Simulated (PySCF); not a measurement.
Basis-set dependence of population analyses: `CC#CCB(Cl)Cl`

Compound: C4H5BCl2.
Structure used (PBE0-D3(BJ)/def2-SVP), in Å, numbered top down from 1:
```
atom  x, y, z in Å
C1     2.4987    0.8216   -0.0500
C2     1.2111    0.1510    0.0289
C3     0.1349   -0.4016    0.0962
C4    -1.1697   -1.0335    0.1809
B5    -2.4054   -0.0841    0.3959
Cl6   -4.0120   -0.7882    0.4220
Cl7   -2.2458    1.6363    0.6209
H8     3.3301    0.1127    0.0876
H9     2.6327    1.3094   -1.0284
H10    2.5883    1.5990    0.7248
H11   -1.3803   -1.6408   -0.7197
H12   -1.2007   -1.7680    1.0095
```

PBE0 throughout (PySCF), one geometry, spherical d and f functions. The structure is a single PBE0-D3(BJ)/def2-SVP conformer in the gas phase; no vibrational or solvent corrections. Atoms taken as equivalent share a column and are averaged. The first 7 of 8 kinds of atom are listed.

Mulliken charges (e):

```tsv
basis	functions	C1	C2	C3	C4	B5	Cl6/Cl7	H8/H9/H10
STO-3G	48	-0.249	-0.047	-0.061	-0.251	+0.347	-0.147	+0.105
6-31G	81	-0.503	-0.097	-0.068	-0.477	+0.064	+0.004	+0.202
pcSseg-0	81	-0.576	-0.149	-0.160	-0.746	+0.583	-0.168	+0.262
6-31G*	116	-0.646	+0.007	+0.070	-0.598	+0.206	-0.067	+0.210
cc-pVDZ	131	-0.028	-0.264	-0.049	-0.076	+0.144	-0.074	+0.079
def2-SVP	131	+0.007	-0.207	-0.141	-0.046	+0.103	-0.057	+0.069
aug-cc-pVDZ	214	+0.112	-0.540	+0.002	+0.610	+0.366	-0.230	+0.032
6-311+G(2d,p)	235	-0.839	+0.430	+0.506	-1.207	+0.633	-0.218	+0.171
def2-TZVP	259	-0.461	+0.040	+0.026	-0.443	+0.219	-0.094	+0.157
cc-pVTZ	288	-0.314	+0.099	-0.119	-0.280	+0.120	-0.065	+0.120
IGLO-III	313	-0.344	-0.022	-0.055	-0.440	+0.284	-0.080	+0.135
```

IAO charges (e):

```
        basis  functions      C1      C2      C3      C4      B5  Cl6/Cl7  H8/H9/H10
       STO-3G         48  -0.415  -0.031  -0.046  -0.406  +0.095   -0.009     +0.156
        6-31G         81  -0.448  -0.042  -0.070  -0.436  +0.155   -0.036     +0.173
     pcSseg-0         81  -0.440  -0.045  -0.069  -0.438  +0.160   -0.037     +0.171
       6-31G*        116  -0.428  -0.046  -0.070  -0.430  +0.190   -0.047     +0.166
      cc-pVDZ        131  -0.428  -0.051  -0.072  -0.431  +0.196   -0.048     +0.167
     def2-SVP        131  -0.420  -0.050  -0.067  -0.429  +0.189   -0.042     +0.163
  aug-cc-pVDZ        214  -0.436  -0.054  -0.076  -0.436  +0.200   -0.050     +0.171
6-311+G(2d,p)        235  -0.439  -0.054  -0.075  -0.439  +0.195   -0.047     +0.172
    def2-TZVP        259  -0.438  -0.055  -0.074  -0.438  +0.198   -0.048     +0.171
      cc-pVTZ        288  -0.440  -0.054  -0.074  -0.439  +0.201   -0.050     +0.171
     IGLO-III        313  -0.440  -0.055  -0.074  -0.440  +0.192   -0.044     +0.172
```

Hirshfeld charges (e):

| basis | functions | C1 | C2 | C3 | C4 | B5 | Cl6/Cl7 | H8/H9/H10 |
| --- | --- | --- | --- | --- | --- | --- | --- | --- |
| STO-3G | 48 | -0.004 | -0.077 | -0.091 | -0.037 | +0.302 | -0.139 | +0.032 |
| 6-31G | 81 | -0.074 | -0.067 | -0.087 | -0.105 | +0.176 | -0.068 | +0.055 |
| pcSseg-0 | 81 | -0.079 | -0.062 | -0.084 | -0.121 | +0.165 | -0.053 | +0.055 |
| 6-31G* | 116 | -0.075 | -0.069 | -0.085 | -0.103 | +0.191 | -0.075 | +0.055 |
| cc-pVDZ | 131 | -0.088 | -0.065 | -0.080 | -0.124 | +0.175 | -0.058 | +0.057 |
| def2-SVP | 131 | -0.093 | -0.063 | -0.079 | -0.134 | +0.169 | -0.048 | +0.057 |
| aug-cc-pVDZ | 214 | -0.104 | -0.061 | -0.080 | -0.144 | +0.179 | -0.052 | +0.061 |
| 6-311+G(2d,p) | 235 | -0.096 | -0.064 | -0.082 | -0.138 | +0.172 | -0.050 | +0.059 |
| def2-TZVP | 259 | -0.100 | -0.063 | -0.080 | -0.138 | +0.177 | -0.054 | +0.060 |
| cc-pVTZ | 288 | -0.100 | -0.061 | -0.078 | -0.136 | +0.178 | -0.056 | +0.060 |
| IGLO-III | 313 | -0.104 | -0.063 | -0.082 | -0.146 | +0.170 | -0.043 | +0.061 |

Some averages cover members that differ in this geometry, most widely: Cl6/Cl7, Mulliken in aug-cc-pVDZ -0.273 to -0.187; Cl6/Cl7, Mulliken in 6-31G -0.015 to +0.023; Cl6/Cl7, Mulliken in cc-pVDZ -0.090 to -0.059; Cl6/Cl7, Mulliken in def2-SVP -0.073 to -0.042 e.

**Question.** Which scheme is steadiest as the basis changes?

**Answer.** Largest range over the bases for any column: IAO 0.11 e, Hirshfeld 0.14 e, Mulliken 1.82 e. IAO charges move least and Mulliken charges most, counted in e. Without the minimal STO-3G basis the ranges are IAO 0.05, Hirshfeld 0.04, Mulliken 1.82 e.

**Question.** How much do the charges still move between the two largest bases, cc-pVTZ and IGLO-III?

**Answer.** At most, over all atoms: Mulliken 0.164 e, IAO 0.010 e, Hirshfeld 0.015 e.

**Question.** What do the same runs give for the total energy, the frontier levels and the dipole moment?

**Answer.** 
```tsv
basis	energy (Eh)	HOMO (eV)	LUMO (eV)	μ (D)
STO-3G	-1088.0270	-5.56	0.65	1.72
6-31G	-1100.0705	-7.16	-1.33	1.87
pcSseg-0	-1098.7463	-7.48	-1.46	1.86
6-31G*	-1100.1444	-7.02	-1.23	1.54
cc-pVDZ	-1100.2096	-7.11	-1.17	1.38
def2-SVP	-1099.7747	-7.15	-1.08	1.22
aug-cc-pVDZ	-1100.2205	-7.26	-1.37	1.42
6-311+G(2d,p)	-1100.2622	-7.27	-1.40	1.37
def2-TZVP	-1100.2778	-7.24	-1.32	1.33
cc-pVTZ	-1100.2880	-7.23	-1.30	1.37
IGLO-III	-1100.2743	-7.25	-1.33	1.28
```

The dipole is fixed by the density alone, so its range of 0.65 D shows that the density itself changes with the basis, not only its division among atoms.
